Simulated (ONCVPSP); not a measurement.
## Configuration tests for Sn (Z = 50) (ONCV)

Sn, optimised norm-conserving Vanderbilt (ONCV), made with ONCVPSP 4.0.1 (PW91, fully relativistic). Core [Ar] 3d10 4s2, reference 4p6 4d10 5s1 5p3. Waves: 5s: rc 1.70 bohr, ncon 5, nbas 10, qcut 3.2 1/bohr, 2 projectors, debl 2.1 Ha; 4p+5p: rc 1.40 bohr, ncon 3, nbas 6, qcut 11.4 1/bohr, 2 projectors; 4d: rc 1.50 bohr, ncon 4, nbas 9, qcut 9.3 1/bohr, 3 projectors, debl 0.4 Ha. Local part: polynomial inside 1.00 bohr (lpopt 5, dvloc0 1 Ha). Core correction: Teter function, fcfact 2, rcfact 1.2.

Open shells are filled in proportion to 2j + 1.

In the d channel the program set the typed energies aside and used -0.989, 0.250, 0.650 Ha (j = l + 1/2; the other j can differ).

Energies are relative to the spin-unpolarised reference configuration 4p6 4d10 5s1 5p3; without spin polarisation the order of configurations can differ from experiment.

```tsv
valence configuration	charge	ΔE all-electron (eV)	error AE − PS (meV)
4p6 4d10 5s2 5p2	0	-6.987	-5.7
4p6 4d10 5s2 5p1	+1	-0.041	-7.9
4p6 4d10 5s2 5p0	+2	14.008	-12
4p6 4d10 5s1 5p2	+1	7.616	+0.3
```

Levels in the configuration 4p6 4d10 5s2 5p2:

| level | all-electron (eV) | pseudo (eV) |
| --- | --- | --- |
| 4p j=3/2 | -87.331 | -87.443 |
| 4p j=1/2 | -94.917 | -95.041 |
| 4d j=5/2 | -25.438 | -25.494 |
| 4d j=3/2 | -26.481 | -26.538 |
| 5s j=1/2 | -10.615 | -10.605 |
| 5p j=3/2 | -3.601 | -3.603 |
| 5p j=1/2 | -4.051 | -4.052 |

Note: ghosts flagged at negative energy: s at -114.8 eV; no localised positive-energy state flagged. A true bound ghost makes a file unfit for plane-wave use.
